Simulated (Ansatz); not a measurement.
Coupled-cluster run, C2H6FNO2W, SMILES `C[N](C)[W](=[O])(=[O])[F]`.

```yaml
crystal:
  periodic: [false, false, false]
  atoms:
    - {symbol: C, position_ang: [-0.482850, -0.211031, 1.432189]}
    - {symbol: N, position_ang: [0.019501, -0.114285, 0.073685]}
    - {symbol: C, position_ang: [1.170813, -0.962391, -0.176284]}
    - {symbol: W, position_ang: [-0.658294, 1.142071, -1.210614]}
    - {symbol: O, position_ang: [0.647009, 1.605341, -2.210063]}
    - {symbol: O, position_ang: [-1.275019, 2.477454, -0.342464]}
    - {symbol: F, position_ang: [-2.011175, 0.345039, -2.230904]}
    - {symbol: H, position_ang: [-0.837932, -1.227641, 1.633562]}
    - {symbol: H, position_ang: [0.312288, 0.024906, 2.148709]}
    - {symbol: H, position_ang: [-1.307540, 0.482973, 1.592664]}
    - {symbol: H, position_ang: [1.974430, -0.730084, 0.531904]}
    - {symbol: H, position_ang: [0.898501, -2.016567, -0.055160]}
    - {symbol: H, position_ang: [1.550258, -0.815774, -1.187243]}
basis:
  gaussian: {orbitals: def2-TZVPP}
correlation: {method: ccsd_t}
output: {orbitals: {seedname: orbitals}}
```

```sh
$ ansatz run in.yaml --threads 2 --pin off --events-out ev --progress --plain --max-ram 32768MiB --backend cuda --devices 0, --max-vram 18GiB
```

Output of Ansatz, abridged:

```
Functional definition: HF
2041 factors; integrals over basis functions are off by at most 1.0e-3 eV
mean field evaluation 1: about -12219.1757 eV, gradient 8.5e1 eV
mean field evaluation 2: about -12219.5540 eV, gradient 8.5e1 eV
mean field evaluation 4: about -12232.4713 eV, gradient 1.0e1 eV
mean field evaluation 8: about -12232.7466 eV, gradient 1.3e0 eV
mean field evaluation 16: about -12232.7509 eV, gradient 9.7e-6 eV
mean field -12232.75085246 eV, -449.5453021716 hartree, gradient 9.7e-6 eV, S^2 0.000000; 0 other end points of the search recorded, 0 dependent functions left out
6 core orbitals not correlated: weight in the atoms' cores, before any rotation towards them, 1.000 or more for the frozen orbitals, at most 0.000 for the correlated occupied ones
reference -12232.75085246 eV, -449.5453021716 hartree; 26, 26 occupied and 294, 294 virtual orbitals, 2041 factors
second order -49.26261152 eV of doubles, -0.00000000 eV of singles
cycle   1  -45.42867801 eV  change     3.8e0 eV  update   3.1e-1
cycle   2  -47.49833961 eV  change    -2.1e0 eV  update   2.0e-1
cycle   3  -47.97298986 eV  change   -4.7e-1 eV  update   4.5e-2
cycle   4  -47.99048907 eV  change   -1.7e-2 eV  update   1.9e-2
cycle   5  -47.96387867 eV  change    2.7e-2 eV  update   5.1e-3
cycle   6  -47.96527936 eV  change   -1.4e-3 eV  update   2.3e-3
cycle   7  -47.96561389 eV  change   -3.3e-4 eV  update   8.3e-4
cycle   8  -47.96480841 eV  change    8.1e-4 eV  update   4.4e-4
cycle   9  -47.96506533 eV  change   -2.6e-4 eV  update   1.6e-4
cycle  10  -47.96530257 eV  change   -2.4e-4 eV  update   8.5e-5
cycle  11  -47.96516480 eV  change    1.4e-4 eV  update   4.0e-5
cycle  12  -47.96511142 eV  change    5.3e-5 eV  update   2.5e-5
perturbative correction -2.49727751 eV, -0.0917732559 hartree
Total energy: -12283.21324140 eV, -451.3997607605 hartree
```

Run time 27 s (2 threads of an AMD EPYC 7R13 on a shared host and a share of an NVIDIA H100 80 GB); peak host memory 0.86 GiB.

MP2 recovers 97.6 % of the CCSD(T) correlation energy and the triples give 4.9 %; T1 = 0.0206.
